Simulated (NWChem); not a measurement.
**Correlation energy of CHF**

```
C
F 1 1.3023
H 1 1.1354 2 102.45
```
Charge 0, spin multiplicity 1.

The numbers come from NWChem runs, not from measurements. All single points use one geometry, from B3LYP/def2-SVP, a minimum by its harmonic frequencies.

Basis set: STO-3G. Each correlation energy counts from its own Hartree-Fock reference.

```csv
method,correlation energy (mHa),difference from CCSD(T)
MP2,-66.0,+26.9
SCS-MP2,-70.2,+22.7
CCSD,-88.0,+4.9
CCSD+T(CCSD),-94.3,-1.3
CCSD(T),-92.9,0.0
CR-CCSD[T],-93.8,-0.9
CR-CCSD(T),-92.5,+0.4
CCSDT,-93.8,-0.9
```

The values span 28.2 mHa, from CCSD+T(CCSD) (lowest) to MP2 (highest). 

The correlated methods keep 2 core orbitals frozen. The structure started from a generated list of species. Coupled-cluster values serve here as a point of comparison, not as the truth.
